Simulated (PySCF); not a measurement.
PySCF input for Ge(OH)2 (GeH2O2), SMILES [OH][Ge][OH] (connectivity only; charge and spin as stated), neutral, multiplicity 1, IEF-PCM-B3LYP/def2-SVP. The structure is a stationary point at PBE-D3(BJ)/def2-TZVP. The values are those of a single conformer.

```python
import numpy as np
from pyscf import gto, scf, dft
from pyscf.solvent import pcm

mol = gto.M(
    atom='''
    Ge    0.00000000    0.00000000    0.43108777
    O     0.00000000    1.31520809   -0.81374361
    H     0.00000000    2.19002837   -0.38745546
    O     0.00000000   -1.31520809   -0.81374361
    H     0.00000000   -2.19002837   -0.38745546
    ''',
    basis='def2-SVP',
    charge=0,
    spin=0,
    max_memory=1600,
    verbose=3,
)
mf = dft.RKS(mol, xc='b3lyp').density_fit(auxbasis='def2-universal-jkfit')
mf.grids.level = 3
mf.conv_tol = 1e-9
mf.max_cycle = 100
mf.kernel()
res = {}
for name, eps in {'water': 78.355, 'acetonitrile': 35.688, 'methanol': 32.613}.items():
    s = mf.PCM()
    s.with_solvent.method, s.with_solvent.eps, s.with_solvent.lebedev_order = 'IEF-PCM', eps, 29
    s.kernel(mf.make_rdm1())
    res[name] = (s.e_tot, eps, s.dip_moment(), s.mo_energy, s.converged)
    print(f'{name}: electrostatic solvation free energy {(s.e_tot - mf.e_tot) * 627.509474:.3f} kcal/mol')
```

Log of the run:

```
converged SCF energy = -2228.36395892052

WARN: PCM is an experimental feature. It is still in testing.
Features and APIs may be changed in the future.

converged SCF energy = -2228.37739690467
Dipole moment(X, Y, Z, Debye): -0.00000,  0.00000,  3.19442
water: electrostatic solvation free energy -8.432 kcal/mol

WARN: PCM is an experimental feature. It is still in testing.
Features and APIs may be changed in the future.

converged SCF energy = -2228.37702647092
Dipole moment(X, Y, Z, Debye):  0.00000,  0.00000,  3.17639
acetonitrile: electrostatic solvation free energy -8.200 kcal/mol

WARN: PCM is an experimental feature. It is still in testing.
Features and APIs may be changed in the future.

converged SCF energy = -2228.37696327647
Dipole moment(X, Y, Z, Debye):  0.00000,  0.00000,  3.17332
methanol: electrostatic solvation free energy -8.160 kcal/mol
```

The calculation finished and met its thresholds.
